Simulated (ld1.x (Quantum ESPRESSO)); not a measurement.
Configuration tests for tin (PAW)

tin (Sn), PAW, made with ld1.x (Quantum ESPRESSO) 7.5 (PBE, scalar-relativistic). Core [Kr], reference 4d10 5s2 5p0 (charge +2). Waves: 5s (bound): rcut 1.65, rcutus 2.00 bohr; 5s channel at -0.65 Ry: rcut 1.65, rcutus 2.00 bohr; 5p (bound, empty): rcut 1.70, rcutus 2.35 bohr; 5p channel at -1 Ry: rcut 1.70, rcutus 2.35 bohr; 4d (bound): rcut 1.15, rcutus 1.35 bohr; 4d channel at -2 Ry: rcut 1.15, rcutus 1.35 bohr. Local part: all-electron potential smoothed inside 1.80 bohr (lloc = -1). Core correction: Bessel-smoothed model core inside 0.80 bohr. Augmentation charge: BESSEL, radius 0.85 bohr.

Energies are relative to the spin-unpolarised reference configuration 4d10 5s2 5p0; without spin polarisation the order of configurations can differ from experiment.

```
valence configuration  charge  ΔE all-electron (eV)  error AE − PS (meV)
         4d10 5s2 5p2       0               -20.827                 +9.1
         4d10 5s2 5p1      +1               -13.952                 +5.1
         4d10 5s1 5p0      +3                30.971                 -6.8
       4d10 5s2 5p2.3    -0.3               -21.676                 +9.8
         4d10 5s0 5p4       0                -6.641                  +14
         4d10 5s1 5p2      +1                -6.303                 +6.2
```

Question: What are ΔE and the potential's error for 4d10 5s0 5p0?

Answer: ΔE = 72.097 eV all-electron; the error (AE − PS) is -26 meV.

Levels in the configuration 4d10 5s2 5p2.3:

```
level  all-electron (eV)  pseudo (eV)
   4d            -23.829      -23.796
   5s             -8.659       -8.659
   5p             -1.994       -1.996
```
